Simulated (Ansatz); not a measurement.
[CuCl4]- (CuCl₄⁻) was relaxed with r2SCAN-D4 (def2-SVPD) in Ansatz in these states: charge -1 singlet, charge -1 triplet. The geometries follow in no particular order.

A:

| atom | x (Å) | y (Å) | z (Å) |
| --- | --- | --- | --- |
| Cu1 | 0.0000 | 0.0001 | 0.0000 |
| Cl2 | -0.0260 | 2.2181 | 0.4601 |
| Cl3 | -1.7437 | 0.2741 | -1.4200 |
| Cl4 | 0.0226 | -2.2188 | -0.4563 |
| Cl5 | 1.7470 | -0.2734 | 1.4161 |

B:

```xyz
5

Cu    0.000    0.000    0.000
Cl   -1.099    1.917    0.105
Cl    0.288    0.285   -2.174
Cl    1.092   -1.920   -0.107
Cl   -0.281   -0.281    2.176
```

Problem. Judge from the bond lengths which geometry belongs to which state (an estimate).

Solution. A is the charge -1 triplet (Cu1–Cl4 2.265 Å, Cu1–Cl3 2.265 Å, Cu1–Cl5 2.265 Å); B is the charge -1 singlet (Cu1–Cl4 2.212 Å, Cu1–Cl3 2.212 Å, Cu1–Cl5 2.212 Å).
